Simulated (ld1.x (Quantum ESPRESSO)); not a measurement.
Cu: one change to a TM potential, before and after

| Quantity | Value |
| --- | --- |
| Element | copper (Cu) |
| Generator | ld1.x (Quantum ESPRESSO) 7.5 |
| Type | norm-conserving Troullier–Martins (Kleinman–Bylander form) |
| Functional | PBE |
| Relativity | scalar-relativistic |
| Frozen core | [Ne] 3s2 |
| Valence charge | 17 |
| Reference configuration | 3p6 3d10 4s0 4p0 (charge +1) |
| Partial waves | 4s (bound, empty): rc 2.20 bohr; 3d (bound): rc 0.90 bohr; 3p (bound): rc 0.85 bohr |
| Local potential | the p channel |
| Core correction | none |

Change: wave 4s (bound): rc 2.20 bohr becomes 4s (bound): rc 2.54 bohr.

Cutoffs: the cutoffs (Ry, on a coarse ladder) from which the occupation-weighted sum of valence levels, in a spherical-Bessel basis at the reference potential, stays within 10 and 1 mRy of its value at 400 Ry; they do not see the model core or the augmentation charge, which bear on the density cutoff. Errors are all-electron minus pseudo energies relative to the spin-unpolarised reference configuration.

Q: How do hardness, ghosts and transferability respond?

A: Both files keep a bound ghost (s); of the 7 tests that both files solve, the error grows in 0 and shrinks in 3 by more than 15 % and 0.3 meV (median size 28.6 → 6.7 meV). That the errors move this way runs against the usual rule that smaller radii transfer better.

| quantity | base | changed |
| --- | --- | --- |
| cutoff, loose | 260 Ry | 260 Ry |
| cutoff, tight | over 300 Ry | over 300 Ry |
| bound ghosts | s | s |
| error for 3p6 3d10 4s1 4p0, meV [ΔE -8.15 eV] | -7.0 | -5.4 |
| error for 3p6 3d9 4s0 4p0, meV [ΔE 21.33 eV] | -2.4 | -2.4 |
| error for 3p6 3d8 4s0 4p0, meV [ΔE 60.35 eV] | -29 | -29 |
| error for 3p5 3d10 4s1 4p0, meV [ΔE 71.39 eV] | -66 | -23 |
| error for 3p6 3d10 4s0 4p1, meV [ΔE -4.01 eV] | +6.7 | +6.7 |
| error for 3p6 3d9 4s1 4p1, meV [ΔE -1.34 eV] | -33 | -2.3 |
| error for 3p6 3d7 4s0 4p0, meV [ΔE 120.06 eV] | -120 | -121 |

 A true bound ghost makes a file unfit for plane-wave use even where its test errors are small: the radial tests pick states by their node count and pass the ghost by.
